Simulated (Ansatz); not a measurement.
Cost and result for the atomization energy of C$_{3}$H$_{5}$F$_{3}$O (`CC(F)OC(F)F`) (12 atoms, 11 bonds).

```xyz
12

C     0.4049   -1.4015   -1.0505
C     0.4380   -0.3879    0.0500
F     1.6893    0.1945    0.1143
O    -0.5002    0.6041   -0.2315
C    -0.7321    1.4901    0.7806
F    -1.4833    2.4686    0.2745
F    -1.4401    0.8968    1.7729
H     1.1728   -2.1553   -0.8777
H     0.5893   -0.9085   -2.0058
H    -0.5721   -1.8845   -1.0798
H     0.2514   -0.8218    1.0382
H     0.1821    1.9053    1.2148
```

Total charge 0; spin multiplicity 1. The structure was optimised at the PBE0-D4/def2-TZVP level. It is one conformer, not always the lowest. Program: Ansatz. All runs use 4 threads of an Arm Neoverse V1 on a shared host. Times are those of one run each, without the atoms' runs, and a repeat can differ threefold. Electronic energies, without spin–orbit coupling; frozen cores. CCSD(T)/CBS adds CCSD(T) − MP2 in def2-TZVPP to the MP2 limit, and its time is that of the two runs behind it. T1 = 0.012. B3LYP takes the VWN-RPA correlation (the form of Gaussian; ORCA's B3LYP/G).

CCSD(T)/CBS is a level of theory with its own doubt, some kJ/mol a heavy atom from the limit and from the frozen cores, so smaller differences don't rank the functionals.

```
                             level  functions  wall time
              revPBE-D4/def2-TZVPP        287      2.5 s
                BLYP-D4/def2-TZVPP        287      2.7 s
 B3LYP-D4/def2-TZVPP (with forces)        287      5.5 s
r2SCAN-D4/def2-TZVPP (with forces)        287        6 s
             r2SCANh-D4/def2-TZVPP        287      6.5 s
                 B2PLYP/def2-TZVPP        287      7.5 s
                ωB97X-V/def2-TZVPP        287      9.5 s
                 B97M-V/def2-TZVPP        287       12 s
  ωB97M-V/def2-TZVPP (with forces)        287       14 s
                  CCSD(T)/def2-SVP        123       18 s
                    MP2/def2-QZVPP        549       34 s
                CCSD(T)/def2-TZVPP        287    9.5 min
                 CCSD(T)/CBS(def2)          –     10 min
```

What atomization energy does each give, and how far from CCSD(T)/CBS? (Best estimate.)

The calculation gave: 
```csv
level,atomization (kJ/mol),difference from CCSD(T)/CBS,per bond
revPBE-D4/def2-TZVPP,4806.3,2.0,0.2
BLYP-D4/def2-TZVPP,4811.6,7.3,0.7
B3LYP-D4/def2-TZVPP (with forces),4785.1,-19.2,-1.7
r2SCAN-D4/def2-TZVPP (with forces),4830.8,26.5,2.4
r2SCANh-D4/def2-TZVPP,4783.4,-20.9,-1.9
B2PLYP/def2-TZVPP,4752.3,-52.0,-4.7
ωB97X-V/def2-TZVPP,4821.3,17.0,1.5
B97M-V/def2-TZVPP,4801.5,-2.8,-0.2
ωB97M-V/def2-TZVPP (with forces),4823.8,19.5,1.8
CCSD(T)/def2-SVP,4586.0,-218.3,-19.8
MP2/def2-QZVPP,4896.8,92.5,8.4
CCSD(T)/def2-TZVPP,4680.6,-123.7,-11.2
CCSD(T)/CBS(def2),4804.3,0.0,0.0
```

The D4 term adds +30.8 kJ/mol with B3LYP and +16.3 kJ/mol with PBE0; it sums over pairs of atoms, weighted by their polarisabilities, and B3LYP, whose exchange is more repulsive, gets the larger term. From BLYP to BHLYP (50 % exact exchange), in def2-TZVPP and without D4, the atomization energy moves by −202.5 kJ/mol: exact exchange takes away binding that semilocal exchange gives to molecules. In def2-TZVPP, CCSD(T) changes the Hartree–Fock value by +1288.9 kJ/mol (the triples alone add +84.6 kJ/mol) and MP2 by +1432.4 kJ/mol; breaking electron pairs costs correlation energy, which Hartree–Fock lacks.
